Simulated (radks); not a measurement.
The numbers below are computed, except where a source is named.
Zr VIII, 33 electrons, occupied as [Ar] 3d10 4s2 4p3. Code: a radial shooting solver on a logarithmic mesh with Libxc functionals. Model: scalar-relativistic Kohn-Sham, r2SCAN, spin-polarised, spherical densities, finite nucleus; open shells are filled with parallel spins first (spin-orbit coupling, left out, can overturn this in heavy ions); meta-GGA in the generalised Kohn-Sham scheme; Fermi nuclear charge, rms radius 4.2694 fm. Some entries of the table are withheld. Estimate them.

| orbital | occ. | eigenvalue (hartree) | <1/r> (bohr^-1) | <r> (bohr) |
|---|---|---|---|---|
| 1s up | 1 | -660.5888 | 41.25 | 0.03707 |
| 1s down | 1 | -660.5588 | 41.25 | 0.03707 |
| 2s up | 1 | -95.35349 | 9.268 | 0.1624 |
| 2s down | 1 | -95.34677 | 9.268 | 0.1624 |
| 2p up | 3 | -85.38588 | 9.015 | 0.1417 |
| 2p down | 3 | -85.36327 | 9.014 | 0.1417 |
| 3s up | 1 | -19.04509 | 3.157 | 0.4564 |
| 3s down | 1 | -19.02193 | 3.154 | 0.4564 |
| 3p up | 3 | -15.75951 | 2.993 | 0.4601 |
| 3p down | 3 | -15.72999 | 2.992 | 0.4598 |
| 3d up | 5 | -10.38615 | 2.751 | 0.4497 |
| 3d down | 5 | -10.35085 | 2.755 | 0.4483 |
| 4s up | 1 | -5.60700 | 1.198 | 1.132 |
| 4s down | 1 | -5.35489 | 1.203 | 1.132 |
| 4p up | 3 | -4.66771 | 1.101 | 1.215 |
| 4p down | 0 | -4.41798 | 1.103 | 1.216 |
| 4d up | 0 | -3.22826 | 0.9330 | (1) |
| 4d down | 0 | -2.97954 | 0.9372 | (2) |
| 5s up | 0 | -2.36716 | 0.6105 | 2.252 |

Answer. 
(1) 4d up <r> (bohr): 1.404
(2) 4d down <r> (bohr): 1.397
